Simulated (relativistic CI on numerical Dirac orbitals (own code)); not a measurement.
# Electric-dipole transitions in Se⁵⁺

These numbers are calculated, not measured: Dirac-Coulomb-Breit CI, orbitals from a KLI potential per configuration, QED by a radiative potential, valence Slater integrals scaled by 0.85, P86 correlation estimate, and configurations built on the next ion tied to the tabulated ionisation energy (semi-empirical) (own radial code, finite nucleus).

Configuration list (outside the closed core [Ar]): 3d10.4s, 3d10.4p, 3d10.4d, 3d10.5s, 3d10.4f, 3d10.5p, 3d9.4s2, 3d10.5d, 3d10.6s, 3d10.6p, 3d10.5f, 3d9.4p2, 3d10.5g, 3d10.6d, 3d8.4s.4p2, 3d9.4s.4p, 3d10.6f, 3d9.4p.4d, 3d8.4s.4d2, 3d9.4s.4d, 3d9.4p.4f. Levels of other configurations are missing.

```tsv
λ vac (nm)	Lower	Upper	A (s⁻¹)	E lower (cm⁻¹)	E upper (cm⁻¹)
47.398	3d10.4p 2P°_3/2 [3]	3d10.5s 2S_1/2 [6]	8.10e+09	124336	335315
59.884	3d10.4p 2P°_1/2 [2]	3d10.4d 2D_3/2 [4]	9.94e+09	118895	285885
61.654	3d10.4p 2P°_3/2 [3]	3d10.4d 2D_5/2 [5]	1.12e+10	124336	286532
80.427	3d10.4s 2S_1/2 [1]	3d10.4p 2P°_3/2 [3]	3.31e+09	0	124336
80.692	3d10.4d 2D_3/2 [4]	3d10.4f 2F°_5/2 [10]	8.07e+09	285885	409813
81.133	3d10.4d 2D_5/2 [5]	3d10.4f 2F°_7/2 [9]	8.55e+09	286532	409786
84.108	3d10.4s 2S_1/2 [1]	3d10.4p 2P°_1/2 [2]	2.88e+09	0	118895
108.04	3d10.4d 2D_5/2 [5]	3d10.5p 2P°_3/2 [8]	1.87e+09	286532	379090
108.53	3d10.4f 2F°_7/2 [9]	3d10.5g 2G_9/2 [21]	5.68e+09	409786	501924
108.57	3d10.4f 2F°_5/2 [10]	3d10.5g 2G_7/2 [20]	5.48e+09	409813	501921
109.64	3d10.4d 2D_3/2 [4]	3d10.5p 2P°_1/2 [7]	2.06e+09	285885	377095
116.61	3d10.5p 2P°_3/2 [8]	3d10.6s 2S_1/2 [15]	2.32e+09	379090	464844
148.86	3d10.5p 2P°_1/2 [7]	3d10.5d 2D_3/2 [13]	2.12e+09	377095	444274
152.78	3d10.5p 2P°_3/2 [8]	3d10.5d 2D_5/2 [14]	2.41e+09	379090	444545
180.85	3d10.5d 2D_3/2 [13]	3d10.5f 2F°_5/2 [19]	1.98e+09	444274	499567
181.77	3d10.5d 2D_5/2 [14]	3d10.5f 2F°_7/2 [18]	2.11e+09	444545	499559
228.44	3d10.5s 2S_1/2 [6]	3d10.5p 2P°_3/2 [8]	5.53e+08	335315	379090
239.35	3d10.5s 2S_1/2 [6]	3d10.5p 2P°_1/2 [7]	4.82e+08	335315	377095
241.38	3d10.5d 2D_5/2 [14]	3d10.6p 2P°_3/2 [17]	6.87e+08	444545	485974
245.60	3d10.5d 2D_3/2 [13]	3d10.6p 2P°_1/2 [16]	7.45e+08	444274	484992
287.70	3d10.4f 2F°_7/2 [9]	3d10.5d 2D_5/2 [14]	1.85e+08	409786	444545
290.18	3d10.4f 2F°_5/2 [10]	3d10.5d 2D_3/2 [13]	1.91e+08	409813	444274
294.78	3d10.6p 2P°_1/2 [16]	3d10.6d 2D_3/2 [31]	6.62e+08	484992	518915
302.23	3d10.6p 2P°_3/2 [17]	3d10.6d 2D_5/2 [33]	7.57e+08	485974	519061
336.50	3d10.6d 2D_3/2 [31]	3d10.6f 2F°_5/2 [42]	6.65e+08	518915	548632
339.88	3d10.6d 2D_5/2 [33]	3d10.6f 2F°_7/2 [41]	6.79e+08	519061	548483
473.27	3d10.6s 2S_1/2 [15]	3d10.6p 2P°_3/2 [17]	1.66e+08	464844	485974
496.34	3d10.6s 2S_1/2 [15]	3d10.6p 2P°_1/2 [16]	1.45e+08	464844	484992
512.79	3d10.5f 2F°_7/2 [18]	3d10.6d 2D_5/2 [33]	1.23e+08	499559	519061
516.86	3d10.5f 2F°_5/2 [19]	3d10.6d 2D_3/2 [31]	1.27e+08	499567	518915
```

Terms are leading LS components. Brackets give the number of a level in order of energy, since labels repeat. The list gives strong lines, with weight on those to low levels, without configurations that were not tied to measured data, without lines whose two gauges differ by over a factor of 2.5, among the lowest 69 of 1065 levels, so that lines to higher ones, which can be the strongest, are missing. Levels whose partners in the same complex of configurations lie outside the list can be far off, and so can their lines. Rates are taken at the computed energies, electric ones in the length gauge.

Configurations that consist of the next ion and one excited electron were tied to the tabulated ionisation energy; Rydberg ones are usually within 1,000 to 3,000 cm⁻¹ and the lowest ones within about 6,000 (9,000 in d shells), while levels on excited terms of the next ion carry the error of that term, and the other configurations can be misplaced by 10,000 cm⁻¹ or more. Rates follow the energies as ν³ (E1, M1) or ν⁵ (E2), so rates, branching and lifetimes can be off by large factors. 5 of the 5 excited levels that our extract of the measured tables holds in this range could be paired (the sources list more); they are missed by 3961 cm⁻¹ on average and 6133 at most, and levels without a partner can miss by more.

LS names give the leading component of a level, which can be under half, so a name can repeat, a term be missing and a line seem to break the LS rules.
